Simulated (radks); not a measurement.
Spherical quantum dot in the effective-mass picture: electrons in a well V = -V0 / (1 + exp((r - R)/a)) with V0 = 14.4, R = 3.56, a = 0.14, all in effective atomic units (hartree* = m*/eps^2 hartree, bohr* = eps/m* bohr), one dielectric constant everywhere. Method: non-relativistic Kohn-Sham, LDA (Slater exchange, Perdew-Wang correlation), spin-polarised, spherical densities; computed with a radial shooting solver with Libxc functionals. Levels are named by radial order and angular momentum (1s, 1p, 1d, 2s, ...), and open shells are averaged over m. Results are scaled to m* = 0.1 and eps = 13.8, for which hartree* = 14.29 meV and bohr* = 7.303 nm.

N = 2, configuration 1s2. This is the lowest configuration that the search found. Occupied and some empty levels:

level  occupation  eigenvalue (meV)  <r> (nm)
1s              2           -191.01     13.71
1p              0           -185.79     15.77
1d              0           -178.81     17.10
2s              0           -174.09     12.92

Energy (meV): total -393.461, kinetic 10.072, external -410.00, Hartree 13.596, exchange-correlation -7.1263.

Electron density:

r (nm)  n(r) (e/nm^3)
1.31        0.0001268
2.76        0.0001251
4.22        0.0001221
5.67        0.0001178
7.13        0.0001119
8.59        0.0001043
10.0       0.00009525
11.5       0.00008462
13.0       0.00007281
14.4       0.00006023
15.9       0.00004740
17.3       0.00003515
18.8       0.00002409
20.2       0.00001482
21.7        7.859e-06
23.1        3.312e-06
24.6        1.003e-06
26.1        1.999e-07
27.5        2.789e-08
29.0        3.311e-09
